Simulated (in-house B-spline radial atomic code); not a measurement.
Te XI (Te10+): [Kr] 4d6

Level of theory: Dirac-Kohn-Sham LDA VWN5, spherical fractional occupations, Fermi nucleus of rms radius 4.7423 fm; calculated with an all-electron radial atomic-structure program (B-spline basis).

Effective charges: Z_r = [3n² - l(l+1)]/(2<r>) from the radius, Z_e = n√(-2ε) from the energy, and Slater's rules. Values are occupation-weighted means over j. An effective charge above Z reflects the relativistic contraction of the inner shells.

```
shell  electrons   ε (eV)  <r> (bohr)    Z_r    Z_e  Slater
   1s          2   -31757     0.02784  53.89  48.31   51.70
   2s          2  -5028.7      0.1195  50.20  38.45   47.85
   2p          6  -4543.4      0.1046  47.82  36.55   47.85
   3s          2  -1146.5      0.3218  41.95  27.54   40.75
   3p          6  -987.73      0.3195  39.12  25.56   40.75
   3d         10  -743.95       0.296  35.48  22.18   30.85
   4s          2  -335.79      0.7419  32.35  19.87   24.25
   4p          6  -284.34      0.7836  29.35  18.29   24.25
   4d          6  -206.88      0.8632  24.33  15.60   14.25
```

The least bound orbital is 4d5/2 at -206.1 eV, and it is also the most diffuse (<r> = 0.8662 bohr).

Spin-orbit splittings of the orbital energies (j = l + 1/2 above j = l - 1/2 when positive): 2p 274.2 eV, 3p 51.31 eV, 3d 10.77 eV, 4p 10.84 eV, 4d 1.881 eV.

For the 1s electron the small component carries 3.66 % of the norm, the zero-frequency Breit interaction raises the level by 76.79 eV, self-energy by 43.8 eV, and vacuum polarisation lowers it by 5.949 eV.
